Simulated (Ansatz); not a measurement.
```yaml
crystal:
  periodic: [false, false, false]
  atoms:
    - {symbol: Si, position_ang: [-1.543608, -1.546168, 1.249327]}
    - {symbol: Sn, position_ang: [1.739131, -1.742505, -1.827381]}
    - {symbol: Sn, position_ang: [-1.745659, 1.733210, -1.829335]}
    - {symbol: Sn, position_ang: [1.598569, 1.606128, 1.313443]}
    - {symbol: Sn, position_ang: [-3.128861, -0.083637, -0.193180]}
    - {symbol: Sn, position_ang: [-0.077542, -3.128212, -0.193135]}
    - {symbol: Sn, position_ang: [-0.083023, -0.079361, 2.815289]}
    - {symbol: Sn, position_ang: [3.289393, 0.015895, -0.278346]}
    - {symbol: Sn, position_ang: [0.004089, 3.292037, -0.279340]}
    - {symbol: H, position_ang: [-2.419784, -2.423549, 2.118910]}
    - {symbol: H, position_ang: [0.867955, -0.835992, -3.020059]}
    - {symbol: H, position_ang: [2.746647, -2.875317, -2.673566]}
    - {symbol: H, position_ang: [-2.878168, 2.736137, -2.681176]}
    - {symbol: H, position_ang: [-0.831161, 0.863186, -3.016781]}
    - {symbol: H, position_ang: [2.560864, 2.568695, 2.400476]}
    - {symbol: H, position_ang: [-4.146947, -1.110648, -1.153188]}
    - {symbol: H, position_ang: [-4.159540, 0.819576, 0.872075]}
    - {symbol: H, position_ang: [-1.103514, -4.144909, -1.155833]}
    - {symbol: H, position_ang: [0.823859, -4.160469, 0.872050]}
    - {symbol: H, position_ang: [0.867587, -1.107341, 3.841838]}
    - {symbol: H, position_ang: [-1.115387, 0.870123, 3.838591]}
    - {symbol: H, position_ang: [4.327147, -0.916244, 0.755631]}
    - {symbol: H, position_ang: [4.309898, 1.004731, -1.276410]}
    - {symbol: H, position_ang: [-0.930964, 4.327960, 0.753623]}
    - {symbol: H, position_ang: [0.991220, 4.314174, -1.277425]}
basis:
  gaussian: {orbitals: def2-TZVP}
magnetization: {spin_polarized: true, initial_magnetization: 2}
hamiltonian: {xc: pbe0, dispersion: d4}
scf: {omitted_lower_state_checks: [starts]}
output: {orbitals: {seedname: orbitals}}
```

```sh
$ ansatz run in.yaml --threads 4 --pin off --events-out ev --progress --plain --max-ram 6963MiB
```

Question: Does this run fit into the memory that it is given?

Answer: No. It has 533 basis functions, and Ansatz plans for 13 GiB where 7 GiB are given.
